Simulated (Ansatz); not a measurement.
Mulliken charges of C₂H₅AlS₂ (`[CH3][Al]1[CH2]S[S]1`) from PBE/def2-TZVPP in Ansatz (PBE0-D4/def2-TZVP geometry).

| atom | x (Å) | y (Å) | z (Å) | charge (e) |
| --- | --- | --- | --- | --- |
| C1 | -1.809 | -0.697 | -0.053 | -0.423 |
| Al2 | -0.115 | 0.219 | -0.271 | 0.456 |
| C3 | 1.672 | 0.141 | 0.529 | -0.298 |
| S4 | 2.301 | 1.476 | -0.530 | -0.074 |
| S5 | 0.504 | 1.826 | -1.601 | -0.198 |
| H6 | -1.701 | -1.771 | -0.236 | 0.101 |
| H7 | -2.191 | -0.581 | 0.966 | 0.101 |
| H8 | -2.564 | -0.312 | -0.743 | 0.107 |
| H9 | 1.747 | 0.424 | 1.581 | 0.114 |
| H10 | 2.240 | -0.776 | 0.361 | 0.114 |

**Question.** By hand: the dipole of these point charges (1 e Å = 4.8032 D).

**Answer.** Σ q r = (-0.268, -0.429, 0.313) e Å, of length 0.595 e Å = 2.86 D.

**Question.** How does the dipole of the full density compare? (Estimate.)

**Answer.** Ansatz gave: (-0.335, -0.481, 0.338) e Å, 3.25 D; the point charges give 0.88 times that, at 3° from its direction.

Point charges leave out the atoms' own dipoles, such as those of lone pairs, and Mulliken's split depends on the basis, so the close match here is no proof of good charges.
